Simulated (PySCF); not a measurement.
GaH₂Br, SMILES [GaH2][Br]. Geometry optimised at B3LYP-D3(BJ)/def2-TZVP.

TDA-M06-2X/def2-TZVPD in PySCF puts the lowest singlet excitations at 4.86, 5.96, 6.11, 6.25, 6.64, 7.05 eV.

What are the lowest excitation roots from ADC(2)/aug-cc-pVDZ in PySCF 2.14.0? (The exact figures need the calculation; the answer reports its results.)

5.22, 6.02, 6.53, 6.81, 6.82, 7.24 eV. S1 differs by 0.36 eV (second minus first; roots are paired by order, and the bases may differ).
